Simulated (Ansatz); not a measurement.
The same path of Cl3HSi + H2O (8 atoms, charge 0, multiplicity 1) was run 3 times with different band settings. Lost on the way: Si1–H2, O6–H8. Made: Si1–O6, H2–H8.

These are results of RKS r2SCAN/6-31G* (Ansatz), not measurements.

Relaxed end points:

```xyz
8
Properties=species:S:1:pos:R:3
Si 0.353 0.026 -0.127
H 0.485 0.280 1.309
Cl 2.235 0.190 -0.946
Cl -0.821 1.415 -1.087
Cl -0.301 -1.878 -0.549
O -2.090 -0.111 1.382
H -2.703 0.456 0.889
H -2.420 -1.008 1.224
```

```xyz
8
Properties=species:S:1:pos:R:3
Si -0.477 -0.400 -0.731
H -0.521 1.610 2.842
Cl 1.382 -0.743 0.051
Cl -0.653 1.540 -1.298
Cl -0.711 -1.626 -2.351
O -1.645 -0.654 0.382
H -1.695 -1.533 0.788
H -0.940 1.175 2.411
```

Common settings: spring 5.0 eV/Å²; optimiser quadratic models (default); start path through a guess of the saddle point; iteration limit 60; end points relaxed.

| run | movable images | climbing image | force threshold |
| --- | --- | --- | --- |
| 1 | 5 | yes | 0.05 eV/Å |
| 2 | 5 | yes | 0.2 eV/Å |
| 3 | 1 | no | 0.05 eV/Å |

**Question.** What does each run give, and how far can it be trusted?

**Answer.** Run 1: converged after 51 iterations, highest image 1.606 eV above the first end. Neighbouring images differ by up to 1.8 eV, so the band resolves the path poorly. A vibrational analysis at the climbing image gives one clearly imaginary mode, 1380i cm⁻¹: a first-order saddle point.
Run 2: converged after 15 iterations, highest image 1.788 eV above the first end. The threshold of 0.2 eV/Å is loose, so the images may lie well off the minimum-energy path. Neighbouring images differ by up to 2.2 eV, so the band resolves the path poorly. The order of the point at the top wasn't checked.
Run 3: converged after 28 iterations, highest image 0.000 eV above the first end. The highest image is an end point: on this band no image between the ends rises above it. So few images can step over the top or miss a turn of the path.
The orbitals stay closed-shell, which can raise the energy where a bond breaks towards radicals; this wasn't checked here.
